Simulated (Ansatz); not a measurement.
`C[CH](F)[GeH3]`, charge 0, multiplicity 1.

Problem. Give a relaxed structure at PBE0-D4/def2-TZVP (Ansatz 0.2.0). (An estimate is asked.)

Solution. Computed: 
Z-matrix (Å, degrees):
```
C
C 1 1.507
H 1 1.092 2 111.2
H 1 1.093 2 110.5 3 120.4
H 1 1.093 2 110.1 3 -120.1
F 2 1.397 1 109.1 3 -62.8
Ge 2 1.983 1 113.8 3 57.7
H 2 1.095 1 110.4 3 -179.6
H 7 1.540 2 109.1 1 63.5
H 7 1.535 2 109.8 1 -176.5
H 7 1.537 2 109.0 1 -55.9
```
This is one stationary point; other conformers may exist.
